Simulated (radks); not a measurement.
Spherical quantum dot in the effective-mass picture: electrons in a well V = -V0 / (1 + exp((r - R)/a)) with V0 = 11.3, R = 4.01, a = 0.21, all in effective atomic units (hartree* = m*/eps^2 hartree, bohr* = eps/m* bohr), one dielectric constant everywhere. Method: non-relativistic Kohn-Sham, LDA (Slater exchange, Perdew-Wang correlation), spin-polarised, spherical densities; computed with a radial shooting solver with Libxc functionals. Levels are named by radial order and angular momentum (1s, 1p, 1d, 2s, ...), and open shells are averaged over m. Each electron was tried in the lowest free levels, single moves between levels near the top were tried too, and the lowest total energy was kept; such a search can miss a lower state. The series stops at N = 30: beyond it a trial failed or the search could not be trusted, so later rows were left out. At N = 1 the Hartree and exchange-correlation terms need not cancel, so that row can carry a self-interaction error.

N	open shells	2S	E (hartree*)	mu = E(N) - E(N-1) (hartree*)	addition energy mu(N+1) - mu(N) (hartree*)	rms radius (bohr*)
1	1s(up 1, down 0)	1	-10.9512	-10.951	0.4028	2.076
2	none	0	-21.4995	-10.548	0.6212	2.175
3	1p(up 1, down 0)	1	-31.4267	-9.9272	0.3177	2.322
4	1p(up 2, down 0)	2	-41.0361	-9.6094	0.3238	2.406
5	1p(up 3, down 0)	3	-50.3218	-9.2857	0.4051	2.465
6	1p(up 3, down 1)	2	-59.2024	-8.8806	0.3090	2.513
7	1p(up 3, down 2)	1	-67.7740	-8.5716	0.3136	2.553
8	none	0	-76.0319	-8.2579	0.6528	2.587
9	1d(up 1, down 0)	1	-83.6371	-7.6051	0.3029	2.629
10	1d(up 2, down 0)	2	-90.9393	-7.3022	0.3037	2.664
11	1d(up 3, down 0)	3	-97.9378	-6.9985	0.3040	2.694
12	1d(up 4, down 0)	4	-104.632	-6.6945	0.3039	2.721
13	1d(up 5, down 0)	5	-111.023	-6.3907	0.3797	2.745
14	1d(up 5, down 1)	4	-117.034	-6.0109	0.2961	2.767
15	1d(up 5, down 2)	3	-122.749	-5.7148	0.2970	2.788
16	1d(up 5, down 3)	2	-128.167	-5.4179	0.2973	2.806
17	1d(up 5, down 4)	1	-133.287	-5.1205	0.2974	2.824
18	none	0	-138.110	-4.8231	0.6936	2.840
19	1f(up 1, down 0)	1	-142.240	-4.1295	0.2907	2.859
20	1f(up 2, down 0)	2	-146.079	-3.8388	0.2907	2.876
21	1f(up 3, down 0)	3	-149.627	-3.5481	0.2906	2.892
22	1f(up 4, down 0)	4	-152.884	-3.2575	0.2904	2.907
23	1f(up 5, down 0)	5	-155.851	-2.9671	0.2902	2.921
24	1f(up 6, down 0)	6	-158.528	-2.6769	0.2899	2.935
25	1f(up 7, down 0)	7	-160.915	-2.3871	0.3612	2.947
26	1f(up 7, down 1)	6	-162.941	-2.0259	0.2855	2.960
27	1f(up 7, down 2)	5	-164.682	-1.7404	0.2856	2.971
28	1f(up 7, down 3)	4	-166.137	-1.4548	0.2856	2.982
29	1f(up 7, down 4)	3	-167.306	-1.1692	0.2855	2.993
30	1f(up 7, down 5)	2	-168.190	-0.88375	-	3.003

All shells are closed at N = 2, 8, 18 (there: 1s2 1p6 1d10); the second difference of the energy has clear peaks (12 % above both neighbours; the first and last values, which can be the largest, are not judged, and half-filled shells can peak too) at N = 2, 5, 8, 13, 18, 25.
